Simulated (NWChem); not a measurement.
SiH2O2ClF; SMILES O[Si](O)(F)Cl

```xyz
7

O      0.2995    -1.0162     1.4242
Si    -0.0172    -0.3257    -0.0251
O     -1.5010    -0.7837    -0.5154
F      1.1176    -0.7803    -1.0748
Cl     0.0448     1.7082     0.0247
H      1.1841    -0.9295     1.7914
H     -1.7914    -1.6625    -0.2521
```
Atoms are numbered in this order, from 1.

Results from NWChem. Geometry optimised at PBE0/def2-SVP; all other runs use it. 

```
quantity                                                            level  value
----------------------------------------------------  -------------------  -----
vertical ionisation energy, ΔSCF (eV)                       PBE0/def2-SVP  11.83
vertical, lowest state with f > 0.02, singlet (eV)    PBE0/def2-SVPD, TDA   8.00
cavity-dispersion-structure term (kcal/mol) in water   PBE0/def2-SVP, SMD    2.5
isotropic polarisability (bohr³), static                   PBE0/def2-SVPD   44.2
dipole (D)                                                  PBE0/def2-SVP   2.33
highest harmonic frequency (cm⁻¹)                           PBE0/def2-SVP   3940
```
